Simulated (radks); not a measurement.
Results of a calculation; reference values are marked as such.
Charge is removed step by step from the 1s down level of the gallium ion Ga+, starting from 1s(up 1, down 1) 2s2 2p6 3s2 3p6 3d10 4s2. Code: a radial shooting solver on a logarithmic mesh with Libxc functionals. Model: scalar-relativistic Kohn-Sham, BLYP, spin-polarised, spherical densities, point nucleus.

removed (e)  E - E(0) (eV)  eigenvalue (eV)  E minus straight line (eV)
0                    0.000         -10241.1                       0.000
0.25                2570.1         -10324.4                     -28.784
0.5                 5160.5         -10403.7                     -37.186
0.75                7770.1         -10475.7                     -26.537
1                  10395.5         -10523.9                       0.000

Removing the whole electron costs 10395.5 eV by Delta-SCF, against 10241.1 eV from minus the eigenvalue at the starting occupation. Slater's transition state (half an electron removed) gives 10403.7 eV. Integrating minus the eigenvalue over the occupation (Janak's theorem) gives 10397.7 eV. In this scalar-relativistic scheme the density is built from large components alone, so the theorem holds only approximately. The mean slope of the eigenvalue, de/dn, is 283 eV per electron.
